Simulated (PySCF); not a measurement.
Dipole response of Bi (bismuth, neutral)

[Xe] 4f14 5d10 6s2 6p3, high-spin 4S determinant. Calculation: PySCF 2.14, in aug-cc-pV5Z-PP with ECP60MDF; a scalar-relativistic core potential. Coupled (time-dependent) response in atomic units; α is the mean over directions.

```csv
method,mean α (bohr³),C₆ (like pair),S(−4)
MN15,50.95,601.4,790.9
```

S(−4) is the Cauchy moment in α(ω) = α(0) + S(−4) ω² + …

Reference α: 48 ± 4 bohr³ (recommended; Schwerdtfeger and Nagle, table of static dipole polarizabilities (2023 update)). Published C₆: 513.0 (Gould and Bucko (2016)).

α(iu) at MN15:

| u (hartree) | α(iu) (bohr³) |
| --- | --- |
| 0 | 50.95 |
| 0.0500 | 49.08 |
| 0.100 | 44.46 |
| 0.200 | 33.58 |
| 0.300 | 25.06 |
| 0.500 | 15.14 |
| 0.750 | 9.417 |
| 1.00 | 6.602 |
| 1.50 | 3.953 |
| 2.00 | 2.709 |
| 3.00 | 1.530 |
| 5.00 | 0.6805 |

A single London oscillator, α(iu) = α/(1 + u²/ω²), gives C₆ = (3/4) ω α². Matching the computed C₆ needs ω = 4 × 601.4 / (3 × 50.95²) = 0.309 hartree.

Energies and moments cover only the electrons outside the core potential. Spin-orbit coupling, which splits the p, d and f shells strongly at this Z, is absent. Spin-orbit coupling is strong in this species (close to jj coupling), so the high-spin LS determinant is a model state, not a physical level.
